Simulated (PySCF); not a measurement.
Species: C4H10BN.
Structure used (PBE0-D3(BJ)/def2-SVP), in Å, numbered top down from 1:
```xyz
16
C4H10BN angstrom
C      3.0639    0.8508    0.1458
C      1.9625    0.3849    0.7526
B      0.7099   -0.1005   -0.0358
N     -0.4253   -0.5686    0.6270
C     -1.6600   -1.0287    0.0362
C     -2.8582   -0.1755    0.4197
H      3.1250    0.9052   -0.9471
H      3.9454    1.1957    0.6979
H      1.9683    0.3574    1.8525
H      0.6963   -0.0798   -1.2501
H     -0.4308   -0.5786    1.6429
H     -1.5258   -1.0234   -1.0559
H     -1.8497   -2.0800    0.3220
H     -3.7819   -0.5684   -0.0320
H     -2.7219    0.8638    0.0839
H     -3.0041   -0.1592    1.5123
```

Level of theory: PySCF 2.14.0, PBE0-D3(BJ)/def2-SVP geometry optimisation, gas phase.

Take the most abundant isotopes and a rigid rotor. The values belong to one conformer with, in the numbering `[CH2:1]=[CH:2][BH:3][NH:4][CH2:5][CH3:6]`, C1–C2–B3–N4 -179°, C2–B3–N4–C5 179°, B3–N4–C5–C6 -117°.

Task: Give the principal moments of inertia and the rotational constants in GHz.

Result: Ia = 34.22, Ib = 400.02, Ic = 404.28 u·Å²; 505379 MHz·u·Å²/I gives 14769, 1263 and 1250 MHz, that is A = 14.769, B = 1.2634, C = 1.2501 GHz.

Task: Classify the top.

Result: A near-prolate asymmetric top; Ray's κ = -0.998.

Task: Is it planar, by Δ = Ic − Ia − Ib?

Result: Not planar: Δ = Ic − Ia − Ib = -29.96 u·Å². For a rigid frame Δ = −2 Σ m c², so Σ m c² = 14.98 u·Å² lies off the ab plane: 6.91 from hydrogen and 8.07 from heavier atoms. The atom farthest from that plane is 1.53 Å away.

Task: Give the other two planar moments, Paa and Pbb, and the rms extents of the mass along the axes.

Result: Paa = Σ m a² = (Ib + Ic − Ia)/2 = 385.04 and Pbb = Σ m b² = (Ia + Ic − Ib)/2 = 19.24 u·Å². With the mass M = 83.09 u, the rms extents √(P/M) along a, b and c are 2.15, 0.48, 0.42 Å.

Task: Predict some low-J microwave lines.

Result: The dipole components are |μa| = 1.38 D, |μb| = 0.89 D, |μc| = 0.62 D. The squared components, which scale the intensities, stand as 1.00 : 0.41 : 0.20 (a : b : c). Some lines, for components of 0.1 D or more:

```json
{"type": "a", "branch": "R", "J(Ka,Kc)": "1(0,1) ← 0(0,0)", "MHz": "2513", "lower level (cm⁻¹)": "0.000"}
{"type": "a", "branch": "R", "J(Ka,Kc)": "2(1,2) ← 1(1,1)", "MHz": "5014", "lower level (cm⁻¹)": "0.534"}
{"type": "a", "branch": "R", "J(Ka,Kc)": "2(0,2) ← 1(0,1)", "MHz": "5027", "lower level (cm⁻¹)": "0.084"}
{"type": "c", "branch": "Q", "J(Ka,Kc)": "2(1,2) ← 2(0,2)", "MHz": "13493", "lower level (cm⁻¹)": "0.252"}
{"type": "b", "branch": "Q", "J(Ka,Kc)": "1(1,0) ← 1(0,1)", "MHz": "13519", "lower level (cm⁻¹)": "0.084"}
{"type": "b", "branch": "Q", "J(Ka,Kc)": "2(1,1) ← 2(0,2)", "MHz": "13532", "lower level (cm⁻¹)": "0.252"}
{"type": "c", "branch": "R", "J(Ka,Kc)": "1(1,0) ← 0(0,0)", "MHz": "16033", "lower level (cm⁻¹)": "0.000"}
{"type": "c", "branch": "R", "J(Ka,Kc)": "2(1,1) ← 1(0,1)", "MHz": "18559", "lower level (cm⁻¹)": "0.084"}
{"type": "c", "branch": "Q", "J(Ka,Kc)": "2(2,1) ← 2(1,1)", "MHz": "40518", "lower level (cm⁻¹)": "0.703"}
{"type": "b", "branch": "Q", "J(Ka,Kc)": "2(2,0) ← 2(1,1)", "MHz": "40518", "lower level (cm⁻¹)": "0.703"}
{"type": "b", "branch": "Q", "J(Ka,Kc)": "2(2,1) ← 2(1,2)", "MHz": "40558", "lower level (cm⁻¹)": "0.702"}
{"type": "b", "branch": "R", "J(Ka,Kc)": "2(2,1) ← 1(1,0)", "MHz": "45558", "lower level (cm⁻¹)": "0.535"}
{"type": "c", "branch": "R", "J(Ka,Kc)": "2(2,0) ← 1(1,0)", "MHz": "45558", "lower level (cm⁻¹)": "0.535"}
{"type": "c", "branch": "R", "J(Ka,Kc)": "2(2,1) ← 1(1,1)", "MHz": "45571", "lower level (cm⁻¹)": "0.534"}
{"type": "b", "branch": "R", "J(Ka,Kc)": "2(2,0) ← 1(1,1)", "MHz": "45571", "lower level (cm⁻¹)": "0.534"}
```

Task: Estimate the classical rotational partition function at 50 K, 100 K and 500 K.

Result: Point group C1, symmetry number σ = 1; q = (√π/σ)·√((kT/h)³/(ABC)), k/h = 20836.6 MHz/K: 12300 at 50 K, 34900 at 100 K, 390000 at 500 K.

PBE0-D3(BJ)/def2-SVP frequencies: not computed here. Zero-point vibration and centrifugal distortion are left out. A rigid rotor knows nothing of internal rotation, which can split or shift real lines. Quadrupole hyperfine structure (11B, 14N) is left out.

On one thread, Arm Neoverse N1 (aarch64), shared host with 64 logical CPUs at a one-minute load of 42, this took 44 s and 0.55 GiB of memory at its peak. That covers the optimisation of the geometry.
